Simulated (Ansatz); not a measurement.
Computed with Ansatz on PBE0-D4/def2-TZVP structures; ΔE is electronic, products minus reactants. CCSD(T)/CBS is the MP2 limit (def2-TZVPP, def2-QZVPP) plus CCSD(T) − MP2 in def2-TZVPP, frozen cores. This one scheme is used for every species. DFT in def2-TZVPP. For Br outer-core shells are correlated without core-valence functions, which leaves a few kJ/mol of doubt a bond. Scalar relativity is left out up to krypton.

`FC1=N[SiH2]1` + HBr → `BrC1=N[SiH2]1` + H–F  (substitution at a C–F bond)

| level | ΔE (eV) |
| --- | --- |
| LDA (SPW92) | -0.07 |
| BLYP-D4 | -0.20 |
| r2SCANh-D4 | -0.13 |
| ωB97X-V | -0.05 |
| B2PLYP | -0.17 |
| BLYP | -0.11 |
| r2SCAN | -0.13 |
| CAM-B3LYP | -0.01 |

Q: What does CCSD(T)/CBS give? (Estimate.)

A: Ansatz gave: -0.25 eV. The listed levels differ from it by 0.18, 0.05, 0.12, 0.20, 0.08, 0.14, 0.12, 0.24 eV.

Largest T1 diagnostic among the species: 0.016.

From BLYP to BHLYP (50 % exact exchange), in def2-TZVPP and without D4, ΔE moves by +0.07 eV. At CCSD(T), def2-SVP lies +0.34 eV from the extrapolated value and def2-TZVPP +0.05 eV. The D4 term adds −0.07 eV with B3LYP and −0.04 eV with PBE0; it sums over pairs of atoms, weighted by their polarisabilities, and B3LYP, whose exchange is more repulsive, gets the larger term.

B3LYP here is the variant with VWN-RPA as its local correlation; programs differ in this.
